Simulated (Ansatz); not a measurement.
Isolated molecules relaxed with PBE0-D4/def2-TZVP in Ansatz; ΔE leaves out vibrations. CBS: MP2 limit from def2 TZ/QZ plus the TZ coupled-cluster correction, frozen cores. This one scheme is used for every species. DFT in def2-TZVPP. B3LYP here is the variant with VWN-RPA as its local correlation; programs differ in this. Each species was taken in one conformer, which may not be the lowest.

Reaction (cleavage of the Si–Si bond): `O[SiH](F)[Si](O)(O)O` + `[OH][Al]([F])[Cl]` → `O[Si](O)(O)[O][Al]([F])[Cl]` + `O[SiH2]F`

```json
{"level": "PBE-D4", "ΔE (kcal/mol)": "-30.9", "difference from CCSD(T)/CBS": "8.2"}
{"level": "r2SCAN-D4", "ΔE (kcal/mol)": "-37.7", "difference from CCSD(T)/CBS": "1.4"}
{"level": "PBE0-D4", "ΔE (kcal/mol)": "-34.7", "difference from CCSD(T)/CBS": "4.4"}
{"level": "B3LYP-D4", "ΔE (kcal/mol)": "-37.3", "difference from CCSD(T)/CBS": "1.8"}
{"level": "ωB97X-V", "ΔE (kcal/mol)": "-37.4", "difference from CCSD(T)/CBS": "1.7"}
{"level": "ωB97M-V", "ΔE (kcal/mol)": "-39.0", "difference from CCSD(T)/CBS": "0.1"}
{"level": "B2PLYP", "ΔE (kcal/mol)": "-39.3", "difference from CCSD(T)/CBS": "-0.2"}
{"level": "PBE", "ΔE (kcal/mol)": "-31.2", "difference from CCSD(T)/CBS": "7.9"}
{"level": "r2SCAN", "ΔE (kcal/mol)": "-37.7", "difference from CCSD(T)/CBS": "1.4"}
{"level": "PBE0", "ΔE (kcal/mol)": "-34.9", "difference from CCSD(T)/CBS": "4.2"}
{"level": "B3LYP", "ΔE (kcal/mol)": "-37.8", "difference from CCSD(T)/CBS": "1.3"}
{"level": "HF/def2-TZVPP", "ΔE (kcal/mol)": "-46.8", "difference from CCSD(T)/CBS": "-7.7"}
{"level": "MP2/def2-TZVPP", "ΔE (kcal/mol)": "-40.7", "difference from CCSD(T)/CBS": "-1.6"}
{"level": "SCS-MP2/def2-TZVPP", "ΔE (kcal/mol)": "-41.5", "difference from CCSD(T)/CBS": "-2.4"}
{"level": "CCSD/def2-TZVPP", "ΔE (kcal/mol)": "-40.9", "difference from CCSD(T)/CBS": "-1.8"}
{"level": "CCSD(T)/def2-TZVPP", "ΔE (kcal/mol)": "-39.8", "difference from CCSD(T)/CBS": "-0.7"}
{"level": "HF/def2-QZVPP", "ΔE (kcal/mol)": "-47.5", "difference from CCSD(T)/CBS": "-8.4"}
{"level": "MP2/def2-QZVPP", "ΔE (kcal/mol)": "-40.6", "difference from CCSD(T)/CBS": "-1.5"}
{"level": "SCS-MP2/def2-QZVPP", "ΔE (kcal/mol)": "-41.3", "difference from CCSD(T)/CBS": "-2.2"}
{"level": "HF/CBS(def2)", "ΔE (kcal/mol)": "-47.6", "difference from CCSD(T)/CBS": "-8.5"}
{"level": "MP2/CBS(def2)", "ΔE (kcal/mol)": "-40.1", "difference from CCSD(T)/CBS": "-1.0"}
{"level": "CCSD/CBS(def2)", "ΔE (kcal/mol)": "-40.2", "difference from CCSD(T)/CBS": "-1.1"}
{"level": "CCSD(T)/CBS", "ΔE (kcal/mol)": "-39.1", "difference from CCSD(T)/CBS": "0"}
```

Largest T1 diagnostic among the species: 0.012.

From PBE to PBE0 (25 % exact exchange), in def2-TZVPP and without D4, ΔE moves by −3.8 kcal/mol. In def2-TZVPP, CCSD(T) changes the Hartree–Fock value by +7.0 kcal/mol (the triples alone add +1.1 kcal/mol) and MP2 by +6.1 kcal/mol.
